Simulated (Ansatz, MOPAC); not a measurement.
Species: SiN3H6 (charge 0, doublet). SMILES: [NH][SiH](N)N

Atoms: N1, Si2, N3, N4, H5, H6, H7, H8, H9, H10. Bonds: N1-Si2, N1-H5, Si2-N3, Si2-N4, Si2-H6, N3-H7, N3-H8, N4-H9, N4-H10.

Bond lengths (Å) and angles (degrees) optimised at PM3 with MOPAC; HF/3-21G with Ansatz (a program for electronic structure); PBE/6-31G* with Ansatz, each started from the B3LYP-D3(BJ)/def2-TZVP structure (Ansatz) of the last column. A row stands for all coordinates that are equal there; 11 of 21 kinds are shown. 6-31G* holds six Cartesian d functions. No wavenumbers were computed at PBE/6-31G*, so these may be saddle points.

| coordinate | PM3 | HF/3-21G | PBE/6-31G* | B3LYP-D3(BJ)/def2-TZVP |
|---|---|---|---|---|
| N1-Si2 | 1.763 | 1.798 | 1.758 | 1.755 |
| N1-H5 | 0.984 | 1.019 | 1.038 | 1.023 |
| Si2-N3 | 1.785 | 1.736 | 1.746 | 1.714 |
| Si2-N4 | 1.785 | 1.725 | 1.755 | 1.708 |
| Si2-H6 | 1.512 | 1.485 | 1.501 | 1.489 |
| N3-H7 | 0.999 | 1.000 | 1.023 | 1.007 |
| N3-H8 | 0.998 | 1.000 | 1.021 | 1.006 |
| N4-H9 | 0.999 | 1.000 | 1.023 | 1.008 |
| N1-Si2-N3 | 109.6 | 108.7 | 112.8 | 108.8 |
| N1-Si2-N4 | 109.8 | 113.9 | 109.6 | 116.0 |
| N3-Si2-N4 | 109.9 | 108.8 | 105.0 | 105.9 |

Mean signed difference of all 9 bond lengths from B3LYP-D3(BJ)/def2-TZVP: PM3 0.012 Å, HF/3-21G 0.005 Å, PBE/6-31G* 0.019 Å.
